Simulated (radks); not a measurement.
The numbers below are computed, except where a source is named.
How relativity changes the ionisation of neutral calcium ([Ar] 4s2) to Ca+ ([Ar] 4s1). Spin-unpolarised spherical Kohn-Sham, LDA (Slater exchange, Perdew-Wang correlation), point nucleus unless stated (finite: rms radius 3.4776 fm), a radial shooting solver on a logarithmic mesh with Libxc functionals. A level marked "c x" has the speed of light scaled by that factor.

level	E(Ca) (hartree)	E(Ca+) (hartree)	IE (eV)	HOMO	<r> HOMO (bohr)
non-rel.	-675.73530	-675.49891	6.433	4s	3.989
scalar-rel.	-678.69149	-678.45417	6.458	4s	3.973
scalar-rel., finite nucleus	-678.69038	-678.45305	6.458	4s	3.973
Dirac	-678.69600	-678.45867	6.458	4s1/2	3.973
Dirac, finite nucleus	-678.69488	-678.45756	6.458	4s1/2	3.973
Dirac, c x 1.25	-677.62305	-677.38606	6.449	4s1/2	3.979
Dirac, c x 3	-676.06125	-675.82475	6.435	4s1/2	3.987
Dirac, c x 100	-675.73560	-675.49920	6.433	4s1/2	3.989

NIST Atomic Spectra Database: 6.113 eV (measured). The relativistic part of the total energy of Ca is -2.96 hartree (Dirac, finite nucleus), 0.44 % of the non-relativistic value. Spin polarisation and multiplet splitting of open shells are left out at every level.

Beside tabulated values, note that spin-unpolarised runs miss the spin-polarisation part of the exchange energy of open shells.
